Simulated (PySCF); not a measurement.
## Bi(3+) (bismuth, charge +3) across methods

[Xe] 4f14 5d10 6s2, closed-shell 1S. Computed with PySCF 2.14 in x2c-TZVPPall, with the spin-free X2C one-electron Hamiltonian (Gaussian nucleus). The B2PLYP total includes its PT2 part (frozen core); its orbital energies are those of the SCF part.

```tsv
method	E (hartree)	mean ε 5p (eV)	mean ε 5d (eV)	mean ε 6s (eV)	Σ⟨r²⟩ (bohr²)	⟨S²⟩
B2PLYP	-21532.03	-134.78	-59.655	-41.852	41.35	0.000
LDA	-21520.72	-124.68	-55.075	-40.481	41.24	0.000
BHandHLYP	-21533.31	-134.49	-59.662	-42.002	41.32	0.000
PBE	-21533.61	-124.42	-54.842	-39.994	41.26	0.000
UHF	-21527.46749	-143.61	-63.653	-42.954	41.39	0.000
MN15	-21547.83	-128.77	-57.942	-42.139	41.21	0.000
r2SCAN	-21533.55	-126.80	-55.601	-40.182	41.15	0.000
PBE0	-21533.32	-129.58	-57.377	-41.002	41.21	0.000
```

Spin-orbit coupling, which splits the p, d and f shells strongly at this Z, is absent.
